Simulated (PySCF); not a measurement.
Single point on TlCl

State: ¹Σ⁺ (singlet), closed shell.

An equivalent input (the run itself took its basis sets from the Basis Set Exchange, started from a PBE0 density and held the occupation σ 9α 9β, πx 4α 4β, πy 4α 4β, δx 1α 1β, δy 1α 1β):

```python
from pyscf import gto, scf, cc
mol = gto.M(atom='Tl 0 0 0; Cl 0 0 2.526', basis={'Tl': 'def2-SVP', 'Cl': 'def2-SVP'}, ecp={'Tl': 'def2-SVP'},
            charge=0, spin=0, verbose=4, symmetry='C2v')
mf = scf.RHF(mol)
mf.irrep_nelec = {'A1': 20, 'A2': 2, 'B1': 8, 'B2': 8}
mf.conv_tol = 1e-9
mf.max_cycle = 60
mf.diis_space = 10
mf.kernel()
mycc = cc.CCSD(mf, frozen=[0, 1, 2, 3, 4, 5, 6, 7, 8, 43])
mycc.run(conv_tol=1e-7, conv_tol_normt=1e-5, max_cycle=80, diis_space=8)
et = mycc.ccsd_t()
```

The SCF ended at -630.94622274 hartree. The coupled-cluster part of the log:

```
******** <class 'pyscf.cc.ccsd.CCSD'> ********
CC2 = 0
CCSD nocc = 10, nmo = 34
frozen orbitals [0, 1, 2, 3, 4, 5, 6, 7, 8, 43]
max_cycle = 80
direct = 0
conv_tol = 1e-07
conv_tol_normt = 1e-05
diis_space = 8
diis_start_cycle = 0
diis_start_energy_diff = 1e+09
Init t2, MP2 energy = -631.140775734336  E_corr(MP2) -0.194552989559729
Init E_corr(CCSD) = -0.194552989560031
cycle = 1  E_corr(CCSD) = -0.209479998508392  dE = -0.0149270089  norm(t1,t2) = 0.0524637
cycle = 2  E_corr(CCSD) = -0.21499581520557  dE = -0.0055158167  norm(t1,t2) = 0.0176758
cycle = 3  E_corr(CCSD) = -0.216156480263827  dE = -0.00116066506  norm(t1,t2) = 0.0097785
cycle = 4  E_corr(CCSD) = -0.21729638616044  dE = -0.0011399059  norm(t1,t2) = 0.00388715
cycle = 5  E_corr(CCSD) = -0.217208529204689  dE = 8.78569558e-05  norm(t1,t2) = 0.00116192
cycle = 6  E_corr(CCSD) = -0.217193770120122  dE = 1.47590846e-05  norm(t1,t2) = 0.000385696
cycle = 7  E_corr(CCSD) = -0.217199947566187  dE = -6.17744606e-06  norm(t1,t2) = 0.000126995
cycle = 8  E_corr(CCSD) = -0.217201634627888  dE = -1.6870617e-06  norm(t1,t2) = 3.59161e-05
cycle = 9  E_corr(CCSD) = -0.217201077285323  dE = 5.57342566e-07  norm(t1,t2) = 1.39508e-05
cycle = 10  E_corr(CCSD) = -0.217201195508326  dE = -1.18223004e-07  norm(t1,t2) = 3.50079e-06
cycle = 11  E_corr(CCSD) = -0.217201201895422  dE = -6.38709535e-09  norm(t1,t2) = 1.0235e-06
CCSD converged
E(CCSD) = -631.1634239466719  E_corr = -0.2172012018954215
CCSD(T) correction = -0.0058183359202406
```

T1 diagnostic 0.012, D1 0.030, 20 electrons correlated, 1 of the virtual orbitals (those above 20 hartree) left out.

Repeating this along the bond gives Re = 2.520 Å and ωe = 302 cm⁻¹.

A point of this curve took 0.62 CPU seconds beside 0.1 for the integrals (shared host).

Correlated steps freeze 9 core orbitals. These are scalar-relativistic numbers at best; spin–orbit coupling would shift them, the dissociation energy most.
